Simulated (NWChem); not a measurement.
# Correlation energy of Bi

SMILES: [Bi]
```xyz
1

Bi     0.0000     0.0000     0.0000
```
Charge 0, spin multiplicity 4.

Program: NWChem.

Basis set: def2-QZVP. Each correlation energy counts from its own Hartree-Fock reference.

| method | correlation energy (mHa) |
|---|---|
| UMP2 | -486.8 |
| SCS-UMP2 | -424.4 |
| CCSD on ROHF | -447.6 |
| CCSD(T) on ROHF | -458.5 |
| CCSD[T] on ROHF | -458.6 |

The values span 62.4 mHa, from UMP2 (lowest) to SCS-UMP2 (highest). 

Effective core potentials replace the inner electrons of Bi; spin-orbit coupling is left out. The correlated methods keep 4 core orbitals frozen. The stability of the SCF solutions was not checked. Open-shell Hartree-Fock references start from PBE0 orbitals. Coupled-cluster values serve here as a point of comparison, not as the truth.
